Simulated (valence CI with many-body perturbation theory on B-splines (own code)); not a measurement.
## E1 line list for Re70+

Method: configuration interaction combined with many-body perturbation theory (CI+MBPT): three valence electrons over a frozen Dirac-Fock core [He], radial functions for each j: 11 s, 11 p, 9 d, 7 f, 5 g, 2 h, 1 i, with the one-electron correlation potential Σ1 (screened to all orders), the two-electron term Σ2, the three-electron term Σ3, Breit, model QED; selected single and double excitations, second order for the rest (own B-spline code, finite nucleus).

No measured spectrum was set against this ion. As an estimate, large intervals hold to a few tenths of a per cent, small ones and those within an open d or f shell to about a per cent.

Lines 201 to 250 of 285 in falling wavelength, among levels below 111270 × 10³ cm⁻¹, chosen from the strongest by gf and those to the six lowest levels. Wavelengths and rates use the calculated energies. Electric multipoles are in the length gauge, E1 and E2 with the static RPA response of the core. Weak lines are less certain than strong ones. Lines between different terms over intervals too small for the method are left out, as are lines whose strength nearly cancels. The highest levels of a list are the least certain.

Levels are named by their leading jj configuration (3d3/2^4 stands for four electrons in 3d with j = 3/2), which in mixed levels can hold well under half, so a name can repeat and another be missing. Letters in brackets count levels of one name in rising energy.

```tsv
λ vac (nm)	Upper	Lower	A (s⁻¹)	log gf	Branch %
0.1104	(2s 2p1/2 3p1/2) J=1/2 [a]	(2s^2 2p1/2) J=1/2	2.13e+14	-1.11	98.0
0.1103	(2s^2 3p3/2) J=3/2	(2s 2p1/2^2) J=1/2	8.42e+12	-2.21	53.0
0.1101	(2s 2p3/2 3p1/2) J=3/2 [a]	(2s^2 2p3/2) J=3/2	1.85e+14	-0.87	98.4
0.1101	(2s 2p1/2 3p1/2) J=3/2	(2s^2 2p1/2) J=1/2	5.42e+14	-0.40	99.4
0.1101	(2s 2p3/2 3p1/2) J=5/2	(2s^2 2p3/2) J=3/2	4.79e+14	-0.28	99.0
0.1099	(2p1/2 2p3/2 3p1/2) J=3/2 [b]	(2s 2p1/2 2p3/2) J=1/2	7.90e+13	-1.24	10.4
0.1099	(2p1/2^2 3p1/2) J=1/2	(2s 2p1/2^2) J=1/2	9.50e+14	-0.46	99.4
0.1098	(2p1/2 2p3/2 3p1/2) J=3/2 [a]	(2s 2p1/2 2p3/2) J=5/2	1.67e+14	-0.92	19.3
0.1097	(2p1/2 2p3/2 3p1/2) J=5/2	(2s 2p1/2 2p3/2) J=5/2	3.90e+14	-0.37	45.2
0.1096	(2s 2p1/2 3p1/2) J=1/2 [b]	(2s^2 2p1/2) J=1/2	2.80e+14	-1.00	97.8
0.1094	(2p1/2 2p3/2 3p1/2) J=1/2	(2s 2p1/2 2p3/2) J=3/2 [a]	6.75e+14	-0.62	78.8
0.1094	(2p1/2 2p3/2 3p1/2) J=3/2 [a]	(2s 2p1/2 2p3/2) J=3/2 [a]	4.21e+14	-0.52	48.7
0.1093	(2p1/2 2p3/2 3p1/2) J=5/2	(2s 2p1/2 2p3/2) J=3/2 [a]	7.03e+13	-1.12	8.2
0.1092	(2s 2p3/2 3p1/2) J=1/2	(2s^2 2p3/2) J=3/2	4.66e+14	-0.78	95.8
0.1092	(2s 2p3/2 3p1/2) J=3/2 [b]	(2s^2 2p3/2) J=3/2	3.04e+14	-0.66	94.1
0.1092	(2p1/2 2p3/2 3p1/2) J=3/2 [b]	(2s 2p1/2 2p3/2) J=5/2	4.44e+14	-0.50	58.6
0.1088	(2p1/2 2p3/2 3p1/2) J=3/2 [b]	(2s 2p1/2 2p3/2) J=3/2 [a]	3.11e+13	-1.66	4.1
0.1083	(2p1/2 2p3/2 3d3/2) J=3/2 [a]	(2p1/2^2 2p3/2) J=3/2	2.78e+14	-0.71	47.8
0.1081	(2s 2p3/2 3d3/2) J=3/2 [a]	(2s 2p1/2 2p3/2) J=1/2	3.59e+12	-2.60	0.2
0.1081	(2s 2p1/2 3d3/2) J=3/2 [a]	(2s 2p1/2^2) J=1/2	2.08e+14	-0.84	42.8
0.1081	(2p1/2 2p3/2 3s) J=5/2	(2s^2 2p3/2) J=3/2	3.77e+12	-2.40	2.0
0.1080	(2p1/2 2p3/2 3d3/2) J=5/2 [b]	(2p1/2^2 2p3/2) J=3/2	2.02e+15	0.33	95.3
0.1080	(2p1/2 2p3/2 3s) J=3/2 [b]	(2s^2 2p3/2) J=3/2	1.68e+12	-2.93	0.5
0.1079	(2p1/2 2p3/2 3d3/2) J=3/2 [b]	(2p1/2^2 2p3/2) J=3/2	1.82e+15	0.11	83.5
0.1079	(2p1/2^2 3s) J=1/2	(2s^2 2p1/2) J=1/2	9.97e+12	-2.46	4.0
0.1078	(2p1/2 2p3/2 3d3/2) J=1/2 [b]	(2p1/2^2 2p3/2) J=3/2	2.07e+15	-0.14	88.9
0.1076	(2s 2p1/2 3d3/2) J=3/2 [b]	(2s 2p1/2^2) J=1/2	1.96e+15	0.13	86.5
0.1075	(2s 2p1/2 3d3/2) J=1/2	(2s 2p1/2^2) J=1/2	1.97e+15	-0.17	88.1
0.1075	(2s 2p3/2 3d3/2) J=5/2 [a]	(2s 2p1/2 2p3/2) J=5/2	8.37e+14	-0.06	47.2
0.1074	(2s 2p3/2 3d3/2) J=3/2 [a]	(2s 2p1/2 2p3/2) J=5/2	3.06e+14	-0.67	15.9
0.1074	(2s 2p3/2 3d3/2) J=7/2	(2s 2p1/2 2p3/2) J=5/2	1.63e+15	0.35	98.3
0.1074	(2s 2p3/2 3d3/2) J=3/2 [b]	(2s 2p1/2 2p3/2) J=3/2 [b]	7.02e+14	-0.31	41.0
0.1073	(2s 2p3/2 3d3/2) J=3/2 [b]	(2s 2p1/2 2p3/2) J=1/2	8.49e+14	-0.23	49.5
0.1073	(2s 2p3/2 3d3/2) J=5/2 [b]	(2s 2p1/2 2p3/2) J=3/2 [b]	1.57e+15	0.21	94.3
0.1072	(2s 2p3/2 3d3/2) J=1/2 [b]	(2s 2p1/2 2p3/2) J=1/2	1.46e+15	-0.30	71.3
0.1071	(2s 2p3/2 3d3/2) J=5/2 [a]	(2s 2p1/2 2p3/2) J=3/2 [a]	7.49e+14	-0.11	42.2
0.1071	(2s^2 3d3/2) J=3/2	(2s^2 2p1/2) J=1/2	1.61e+15	0.04	84.6
0.1070	(2s 2p3/2 3d3/2) J=3/2 [a]	(2s 2p1/2 2p3/2) J=3/2 [a]	1.24e+15	-0.07	64.4
0.1070	(2s 2p3/2 3d3/2) J=1/2 [a]	(2s 2p1/2 2p3/2) J=3/2 [a]	1.53e+15	-0.28	89.9
0.1068	(2s 2p3/2 3d5/2) J=3/2 [a]	(2s 2p1/2 2p3/2) J=1/2	4.45e+13	-1.52	2.7
0.1067	(2s 2p3/2 3d3/2) J=3/2 [b]	(2s 2p1/2 2p3/2) J=5/2	4.73e+12	-2.49	0.3
0.1066	(2s 2p3/2 3d3/2) J=5/2 [b]	(2s 2p1/2 2p3/2) J=5/2	6.59e+11	-3.17	0.0
0.1064	(2s 2p1/2 3d5/2) J=3/2	(2s 2p1/2^2) J=1/2	9.05e+11	-3.21	0.1
0.1063	(2s 2p3/2 3d5/2) J=5/2 [a]	(2s 2p1/2 2p3/2) J=5/2	2.40e+12	-2.61	0.2
0.1062	(2s 2p3/2 3d5/2) J=7/2 [a]	(2s 2p1/2 2p3/2) J=5/2	7.01e+12	-2.02	0.3
0.1062	(2s 2p3/2 3d3/2) J=5/2 [b]	(2s 2p1/2 2p3/2) J=3/2 [a]	1.78e+13	-1.74	1.1
0.1061	(2p1/2 2p3/2 3p3/2) J=1/2 [a]	(2s 2p1/2 2p3/2) J=1/2	2.91e+14	-1.01	56.1
0.1061	(2p1/2 2p3/2 3p3/2) J=3/2 [a]	(2s 2p1/2 2p3/2) J=1/2	7.53e+13	-1.29	7.5
0.1060	(2s 2p3/2 3d5/2) J=3/2 [b]	(2s 2p1/2 2p3/2) J=1/2	5.54e+13	-1.43	4.6
0.1059	(2s 2p3/2 3d5/2) J=5/2 [a]	(2s 2p1/2 2p3/2) J=3/2 [a]	7.02e+11	-3.15	0.0
```
